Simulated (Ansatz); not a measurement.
The same isomerisation along the group O, S, Se.

Gas-phase electronic energies from Ansatz, PBE0-D4/def2-TZVP geometries. CCSD(T)/CBS adds triple-zeta CCSD(T) − MP2 to the extrapolated MP2 energy (def2 sets, frozen cores). Functionals use def2-TZVPP. Open shells (•) are unrestricted, without spin–orbit coupling. For Ge, Se outer-core shells are correlated without core-valence functions, which leaves a few kJ/mol of doubt a bond. Scalar relativity is left out up to krypton.

```csv
reaction,r2SCAN-D4 (kJ/mol),PBE-D4 (kJ/mol),ωB97X-V (kJ/mol),LDA (SPW92) (kJ/mol),CCSD(T)/CBS(def2) (kJ/mol)
`[O][GeH3]`• → `[OH][GeH2]`•,-137,-149,-131,-176,-143
`[S][GeH3]`• → `[SH][GeH2]`•,-36,-44,-25,-53,-27
`[GeH3][Se]`• → `[GeH2][SeH]`•,-1,-8,14,-18,8
```

Largest T1 diagnostic: 0.015, for `[O][GeH3]`•.
